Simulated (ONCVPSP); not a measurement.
**How hard is this titanium (Ti) ONCV potential?**

- Element: Ti (Z = 22)
- Generator: ONCVPSP 4.0.1
- Type: optimised norm-conserving Vanderbilt (ONCV)
- Functional: PBEsol
- Relativity: scalar-relativistic
- Frozen core: [Ne]
- Valence charge: 12
- Reference configuration: 3s2 3p6 3d2 4s1 4p1
- Partial waves: 3s+4s: rc 1.75 bohr, ncon 5, nbas 8, qcut 8.6 1/bohr, 2 projectors; 3p+4p: rc 1.80 bohr, ncon 4, nbas 9, qcut 8.8 1/bohr, 2 projectors; 3d: rc 1.75 bohr, ncon 5, nbas 10, qcut 7.3 1/bohr, 1 projector
- Local potential: polynomial inside 1.15 bohr (lpopt 5, dvloc0 0 Ha)
- Core correction: polynomial model core, fcfact 0.7

**Question.** For each optimised wave give the share of its norm inside rc, the residual kinetic energy above qcut (Ha) and the cutoffs (Ha) for errors of 10, 1, 0.1 and 0.01 mHa per electron.

**Answer.**

```csv
wave,norm inside rc,residual KE,10 mHa,1 mHa,0.1 mHa,0.01 mHa
3s,0.957,4.1e-07,17.4,23.8,28.5,32.5
4s,0.057,1.9e-07,8.3,19.6,26.0,30.8
3p,0.931,4.9e-09,15.6,20.8,25.2,29.2
4p,0.026,1.4e-10,9.3,14.9,20.1,24.6
3d,0.675,7.8e-04,21.4,26.5,103.0,125.2
```

The occupied waves need 26 Ha and 103 Ha for 1 and 0.1 mHa.
